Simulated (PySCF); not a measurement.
Problem. What does the PBE0-D3(BJ)/def2-SVP structure of `C=C[O][AlH][AsH2]` look like in three dimensions?

Solution. 
```
atom  x, y, z in Å
C1    -2.4015    0.2444    0.4799
C2    -1.2720    0.9435    0.6242
O3    -0.0339    0.5360    0.3136
Al4    0.8596   -0.7750   -0.3421
As5    3.2574   -0.5579   -0.1187
H6    -3.3519    0.6907    0.7753
H7    -2.4102   -0.7711    0.0739
H8    -1.2925    1.9606    1.0379
H9     0.1069   -2.0327   -0.9474
H10    3.4626   -1.1457   -1.5124
H11    3.1960    0.8744   -0.6379
```

Orientation and origin are arbitrary. Atoms count from 1 in this order. As5 (arsenic bonded to Al and 2 H) is pyramidal (angles 93.2°, 90.8° and 90.7°, sum 274.8°, 0.95 Å off the plane of its three neighbours). Al4 (aluminium bonded to As, O and H) is planar (angles 125.3°, 120.3° and 114.3°, sum 359.9°, 0.03 Å off the plane of its three neighbours). O3 (oxygen bonded to Al and C) is bent (angle 143.3°).

Bonds between heavy atoms (Å): C1=C2 1.336, C2–O3 1.340, O3–Al4 1.717, Al4–As5 2.418.

Method: PySCF 2.14.0, PBE0-D3(BJ)/def2-SVP geometry optimisation, gas phase.

Point group: C1 (no symmetry element, even within 0.4 Å). Whether it is a minimum is left open (no frequencies). One conformer, not necessarily the lowest (C1–C2–O3–Al4 1°, C2–O3–Al4–As5 -170°, O3–Al4–As5–H -141° and -48°).

Hardware: one thread, Arm Neoverse V1 (aarch64), shared host. Cost: 1.8 min wall, 0.50 GiB resident at most. These figures are those of the optimisation.
